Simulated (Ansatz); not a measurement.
System: sum formula SiH3S3 (charge 0, doublet). It need not be the lowest isomer of its formula. 
Coordinates optimised at B3LYP-D3(BJ)/def2-TZVP (Ansatz, an electronic-structure program):
```
Si
S 1 2.1471
H 2 1.3450 1 94.06
S 1 2.1602 2 102.04 3 168.86
H 4 1.3438 1 93.61 2 151.70
S 1 2.1657 2 108.73 3 -70.23
H 6 1.3453 1 94.30 2 161.15
```
Charge 0, spin multiplicity 2.

Parts of the frozen-core correlation energy in aug-cc-pV(D+d)Z (Ansatz, hartree). Frozen orbitals: 20; correlated occupied orbitals by spin: 13 and 12; virtual: 122 and 123. Open shells are spin-unrestricted. No spin-orbit coupling. No relativistic terms.

```tsv
term	value
reference (HF)	-1483.36144
MP2 opposite-spin	-0.38598
MP2 same-spin	-0.13112
CCSD correlation	-0.57431
(T)	-0.02343
T1 diagnostic	0.017
largest doubles amplitude	0.010
<S^2> of the reference	0.761
```
